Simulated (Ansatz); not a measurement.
`F[Si]1(F)CO1` + `[CH3][GeH]([F])[SeH]` → `F[Si]1([SeH])CO1` + `[CH3][GeH]([F])[F]`  (redistribution)

Calculated with Ansatz (gas phase, PBE0-D4/def2-TZVP geometries, no zero-point term in ΔE). CBS: MP2 limit from def2 TZ/QZ plus the TZ coupled-cluster correction, frozen cores. Functionals use def2-TZVPP. B3LYP here is the variant with VWN-RPA as its local correlation; programs differ in this. For Ge, Se outer-core shells are correlated without core-valence functions, which leaves a few kJ/mol of doubt a bond. Scalar relativity is left out up to krypton. Each species was taken in one conformer, which may not be the lowest.

(1) Is it downhill or uphill in electronic energy at CCSD(T)/CBS, and by how much? (Best estimate.)

(2) What do these levels give: r2SCAN-D4, B3LYP-D4, ωB97X-V, ωB97M-V, B2PLYP, PBE, HF/def2-TZVPP, SCS-MP2/def2-TZVPP, CCSD/def2-TZVPP, CCSD(T)/def2-TZVPP, SCS-MP2/def2-QZVPP, CCSD/CBS(def2)? (Best estimate.)

Largest T1 diagnostic among the species: 0.013.

## Answers

(1) Ansatz gave: Uphill: ΔE = +0.66 eV.

(2) The calculation gave: r2SCAN-D4 0.62, B3LYP-D4 0.64, ωB97X-V 0.59, ωB97M-V 0.63, B2PLYP 0.64, PBE 0.56, HF/def2-TZVPP 0.72, SCS-MP2/def2-TZVPP 0.65, CCSD/def2-TZVPP 0.68, CCSD(T)/def2-TZVPP 0.66, SCS-MP2/def2-QZVPP 0.65, CCSD/CBS(def2) 0.68 eV.

In def2-TZVPP, CCSD(T) changes the Hartree–Fock value by −0.06 eV (the triples alone add −0.02 eV) and MP2 by −0.06 eV. From PBE to PBE0 (25 % exact exchange), in def2-TZVPP and without D4, ΔE moves by +0.05 eV.
